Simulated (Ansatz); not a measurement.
Basis-set extrapolation for C₂H₈N₂Si (`C/N=C/N[SiH3]`) (PBE0-D4/def2-TZVP geometry, frozen core, Ansatz). Multiplicity 1, RHF reference.

```tsv
	def2-TZVPP	def2-QZVPP
HF	-478.320064	-478.338387
MP2 correlation	-0.873831	-0.933269
CCSD(T) correlation	-0.957650	not run
```

Energies in hartree. Use E(X) = E(∞) + A·exp(−7.88·√X) for Hartree–Fock and E(X) = E(∞) + B·X^(−2.97) for correlation, with X = 3 and 4, and add CCSD(T) minus MP2 of the smaller set to the MP2 limit.

What is the CCSD(T) energy at the basis-set limit?

HF limit: -478.338387 + (-0.018323) × 0.13774 = -478.34091. MP2 limit: -0.933269 + (-0.059438) × 0.74074 = -0.97730. Higher-order term: -0.957650 − (-0.873831) = -0.08382. Total: -479.40203 hartree, 78.0 kcal/mol below CCSD(T)/def2-TZVPP.
